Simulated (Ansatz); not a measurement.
Ansatz (a quantum-chemistry and plane-wave program) job for C₆H₆N, SMILES c1c(N)cc[c]c1, multiplicity 2, CAM-B3LYP/def2-SVPD. The structure is a stationary point at r2SCAN-D4/def2-SVP. The isomer is the one that the SMILES or the coordinates give; other isomers of the formula were not compared. Other conformers were not sampled.

Ansatz 0.2 input:
```yaml
crystal:
  periodic: [false, false, false]
  atoms:
    - {symbol: N, position_ang: [2.26108362, 0.07274502, 0.00000001]}
    - {symbol: C, position_ang: [0.87489279, 0.00840393, 0.00000000]}
    - {symbol: C, position_ang: [0.15816802, 0.00353412, 1.21588451]}
    - {symbol: C, position_ang: [-1.24395468, -0.00428515, 1.22157636]}
    - {symbol: C, position_ang: [-1.88673638, -0.00672194, -0.00000000]}
    - {symbol: C, position_ang: [-1.24395467, -0.00428515, -1.22157636]}
    - {symbol: C, position_ang: [0.15816804, 0.00353412, -1.21588451]}
    - {symbol: H, position_ang: [2.71780764, -0.25601714, 0.84291901]}
    - {symbol: H, position_ang: [2.71780764, -0.25601714, -0.84291898]}
    - {symbol: H, position_ang: [0.70740847, 0.01050803, 2.16404752]}
    - {symbol: H, position_ang: [-1.78875813, -0.00963827, 2.17113920]}
    - {symbol: H, position_ang: [-1.78875812, -0.00963827, -2.17113921]}
    - {symbol: H, position_ang: [0.70740850, 0.01050803, -2.16404752]}
basis:
  gaussian:
    orbitals: def2-SVPD
hamiltonian:
  xc: {name: CAM-B3LYP}
magnetization: {spin_polarized: true, initial_magnetization: 1}
```

Log of the run:

```
WARN ansatz: RAYON_NUM_THREADS=2 ignored (pool sized by the plan → 2); use --threads N
Functional definition: CAM-B3LYP
integrals: 0.15 GiB planned
1573 factors; their error is unknown
integrals: 0.18 GiB planned
594 factors; integrals over basis functions are off by at most 1.2e-5 eV
mean field: 2.02 GiB planned
mean field evaluation 1: about -7792.1438 eV, gradient 3.4e1 eV
mean field evaluation 2: about -7793.8079 eV, gradient 3.0e1 eV
mean field evaluation 4: about -7797.9019 eV, gradient 1.9e0 eV
mean field evaluation 8: about -7797.9222 eV, gradient 1.3e-1 eV
mean field evaluation 16: about -7797.8463 eV, gradient 1.9e-3 eV
mean field -7797.84626544 eV, -286.5655646848 hartree, gradient 1.1e-5 eV, S^2 0.761061; 0 other end points of the search recorded, 0 dependent functions left out
reference -7797.84640126 eV, -286.5655696760 hartree; 25, 24 occupied and 163, 164 virtual orbitals, 1573 factors
Total energy: -7797.84640126 eV, -286.5655696760 hartree
```

Self-consistency was reached.

Cost: roughly 25 core-seconds.
